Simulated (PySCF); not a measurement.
A structure optimised at PBE-D3(BJ)/def2-SVP, used in a PySCF frequency run:

```
C
H 1 1.1144
H 1 1.1144 2 103.53
C 1 1.5319 2 111.30 3 -119.65
H 4 1.1085 1 111.90 2 57.46
H 4 1.1088 5 107.47 1 -122.66
H 4 1.1088 5 107.47 6 -114.69
B 1 1.5683 2 106.91 3 112.70
F 8 1.3351 1 122.59 2 124.82
F 8 1.3357 9 115.91 1 180.00
```

Q: Write its SMILES, formula and point group.

A: CCB(F)F, C₂H₅BF₂, Cs

Q: What are its rotational constants (standard atomic weights)?

A: 8.7493, 3.4033, 2.5273 GHz
